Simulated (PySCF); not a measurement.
Compound: C₄H₈OSi₂.
Atom-mapped SMILES: `[CH:1]#[C:2][Si@H:3]1[CH2:4][CH2:5][SiH2:6][O:7]1` (hydrogens: H8 on C1; H9 on Si3; H10, H11 on C4; H12, H13 on C5; H14, H15 on Si6)

Computed by this run: PySCF, PBE0-D3(BJ)/def2-SVP geometry optimisation, gas phase; density fitting, grid level 1; the optimiser is geomeTRIC in internal coordinates, started from a GFN2-xTB structure with every atom displaced at random (about 0.01 Å).

Step 0: E = -22057.7661 eV
```
atom  x, y, z in Å  |  force x, y, z in eV/Å
C1      0.6391    1.3064    3.2841    0.084   1.370   1.533
C2      0.5337    0.5771    2.3432   -0.308  -1.964  -2.034
Si3     0.3976   -0.5859    0.9062    0.357   0.714   0.424
C4     -1.1787   -0.3660   -0.0613   -1.624  -0.434   0.180
C5     -0.8679   -0.4263   -1.5659    0.685   0.551   0.431
Si6     0.9162    0.2346   -1.7622   -0.853  -0.688   0.254
O7      1.4769   -0.0975   -0.2507    0.839  -0.009   0.666
H8      0.7077    1.9995    4.0907    0.075   0.204   0.346
H9      0.7813   -1.9473    1.2919   -0.122  -0.412   0.313
H10    -1.6392    0.6085    0.1868    0.255   0.013   0.103
H11    -1.9870   -1.1056    0.1999    0.574   0.386  -0.079
H12    -1.6023    0.1184   -2.1375   -0.550   0.444  -0.441
H13    -0.9285   -1.4477   -1.9015    0.154  -0.860  -0.378
H14     1.7226   -0.5571   -2.6649    0.425  -0.249  -0.877
H15     1.0084    1.6622   -1.9595    0.009   0.934  -0.442
```

Step 1: E = -22057.9909 eV
```
atom  x, y, z in Å  |  force x, y, z in eV/Å
C1      0.6016    1.2888    3.3503   -0.088  -0.132  -0.055
C2      0.5097    0.5311    2.4017    0.152   0.198  -0.169
Si3     0.4405   -0.5363    0.9099   -0.244  -0.197   0.212
C4     -1.1831   -0.3445   -0.0481    0.106   0.051  -0.054
C5     -0.8538   -0.4342   -1.5568   -0.114  -0.122  -0.063
Si6     0.9210    0.2027   -1.7997   -0.059   0.095  -0.006
O7      1.5460   -0.0712   -0.2568    0.004   0.007  -0.072
H8      0.6675    1.9458    4.1965    0.018   0.062   0.079
H9      0.6898   -1.9259    1.3943    0.096   0.013  -0.143
H10    -1.5885    0.6491    0.1962   -0.002   0.102   0.013
H11    -1.9546   -1.0684    0.2519   -0.010  -0.063   0.036
H12    -1.6036    0.1044   -2.1623    0.105  -0.019  -0.011
H13    -0.8931   -1.4883   -1.8938    0.058   0.108   0.045
H14     1.7033   -0.5387   -2.8350   -0.029  -0.038   0.093
H15     0.9772    1.6591   -2.1491    0.008  -0.066   0.097
```

Q: Estimate the geometry and energy of step 2. (The exact step hangs on the optimiser's Hessian estimate; all steps are aligned on step 1, rigid shifts and turns removed.)

A: E = -22058.0053 eV, largest force 0.164 eV/Å
```
atom  x, y, z in Å  |  force x, y, z in eV/Å
C1      0.6071    1.2971    3.3343   -0.069  -0.046   0.047
C2      0.5158    0.5381    2.3871    0.083   0.108  -0.084
Si3     0.4282   -0.5487    0.9127   -0.085  -0.093   0.104
C4     -1.1901   -0.3455   -0.0493   -0.025   0.030  -0.014
C5     -0.8574   -0.4351   -1.5573   -0.059  -0.038   0.001
Si6     0.9125    0.2064   -1.7866    0.045   0.041   0.018
O7      1.5351   -0.0788   -0.2489    0.044   0.017  -0.064
H8      0.6759    1.9568    4.1817    0.013   0.002  -0.015
H9      0.7095   -1.9394    1.3680    0.009  -0.005  -0.045
H10    -1.5923    0.6521    0.1970    0.025  -0.001   0.001
H11    -1.9617   -1.0723    0.2506   -0.003   0.004   0.004
H12    -1.5955    0.1043   -2.1726    0.011  -0.001  -0.006
H13    -0.8863   -1.4855   -1.8956    0.034   0.008   0.021
H14     1.7006   -0.5395   -2.8096   -0.012  -0.027   0.003
H15     0.9785    1.6633   -2.1122   -0.011   0.000   0.029
```

The energy changes by -0.0144 eV. The first-order estimate −F·Δx gives -0.0231 eV and the mean of the old and new forces, exact on a quadratic surface, -0.0146 eV. The step makes an angle of 62° with the force vector and moves no atom by more than 0.037 Å.

The cost below is that of the whole optimisation. Time: 2.2 min wall; peak memory 0.61 GiB. Hardware: Arm Neoverse N1, one thread, no GPU (shared host).
